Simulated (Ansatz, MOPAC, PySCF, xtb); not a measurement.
Dimer: HI (SMILES I) (first 2 atoms) with H4OSi (SMILES O[SiH3]); geometry from B3LYP-D3(BJ)/def2-TZVP, rigid monomers moved along the line of their centres of mass till H2···O3 is 1.82 Å.
(charge 0, multiplicity 1):
| atom | x (Å) | y (Å) | z (Å) |
|---|---|---|---|
| I | -0.4232 | -1.1697 | -0.6328 |
| H | -0.5765 | -0.9602 | 0.9732 |
| O | -0.6751 | -0.6216 | 2.7587 |
| Si | 0.1773 | 0.6358 | 3.4346 |
| H | -1.2728 | -1.1338 | 3.3094 |
| H | -0.7392 | 1.6533 | 4.0001 |
| H | 0.9649 | 1.2051 | 2.3265 |
| H | 1.0698 | 0.1506 | 4.5132 |

Interaction energies are E(AB) − E(A) − E(B) at the monomers' geometry in the complex; basis-set methods are counterpoise corrected. Rows marked so take none.

Cores are frozen in the correlated methods. Filled d and f shells under p-block atoms count as core. CBS(a, b) extrapolates the correlation energy as X⁻³ and adds the Hartree–Fock energy of set b. Rows in 3-21G carry no dispersion term and start afresh at each structure; the Pople sets are all-electron and without relativity. The state reached by PM3 isn't checked.

Codes used: Ansatz (Gaussian basis) for Hartree–Fock, density functionals and correlated methods; MOPAC for PM3 (differences of heats of formation); PySCF for 3-21G rows, the dispersion terms; xtb for the GFN methods. Values without a source in brackets are computed. In def2 rows elements past Kr take small-core potentials, without spin–orbit coupling.

| level | interaction energy (meV) |
|---|---|
| PM3 | -244.3 |
| GFN2-xTB | -257.4 |
| HF/3-21G (no counterpoise) | -215.3 |
| PBE-D3(BJ)/def2-TZVPPD | -157.6 |
| r2SCAN-D3(BJ)/def2-TZVPPD | -138.8 |
| B3LYP-D4/def2-TZVPPD | -130.4 |
| PBE0-D3(BJ)/def2-TZVPPD | -153.5 |
| wB97M-V/def2-TZVPPD | -100.8 |
| MP2/CBS(def2-SVPD, def2-TZVPPD) | [?] |

Q: Some entries are withheld; supply them.

A: 
- MP2/CBS(def2-SVPD, def2-TZVPPD), interaction energy (meV): -114.6

Ansatz is an electronic-structure program.
